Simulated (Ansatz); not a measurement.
Reaction (ligand exchange at the Si–O bond): `[SiH3][O][Al]([O][SiH3])[O][SiH3]` + `OC(O)(O)F` → `OC(O)(F)O[SiH3]` + `[OH][Al]([O][SiH3])[O][SiH3]`

Computed with Ansatz on PBE0-D4/def2-TZVP structures; ΔE is electronic, products minus reactants. CCSD(T)/CBS adds triple-zeta CCSD(T) − MP2 to the extrapolated MP2 energy (def2 sets, frozen cores). DFT in def2-TZVPP. B3LYP here is the variant with VWN-RPA as its local correlation; programs differ in this. One conformer a species, not always the lowest.

(1) Is it downhill or uphill in electronic energy at CCSD(T)/CBS, and by how much? (Best estimate.)

(2) What do these levels give: PBE0-D4, ωB97X-V, ωB97M-V, B2PLYP, r2SCAN, B3LYP, HF/def2-TZVPP, CCSD/def2-TZVPP, CCSD(T)/def2-TZVPP, HF/def2-QZVPP, MP2/def2-QZVPP, MP2/CBS(def2)? (An estimate is asked.)

Largest T1 diagnostic among the species: 0.012.

Answers

(1) Computed: Uphill: ΔE = +0.22 eV.

(2) Ansatz gave: PBE0-D4 0.24, ωB97X-V 0.22, ωB97M-V 0.21, B2PLYP 0.24, r2SCAN 0.23, B3LYP 0.25, HF/def2-TZVPP 0.33, CCSD/def2-TZVPP 0.25, CCSD(T)/def2-TZVPP 0.24, HF/def2-QZVPP 0.34, MP2/def2-QZVPP 0.22, MP2/CBS(def2) 0.21 eV.

From PBE to PBE0 (25 % exact exchange), in def2-TZVPP and without D4, ΔE moves by +0.04 eV. In def2-TZVPP, CCSD(T) changes the Hartree–Fock value by −0.10 eV (the triples alone add −0.02 eV) and MP2 by −0.11 eV.
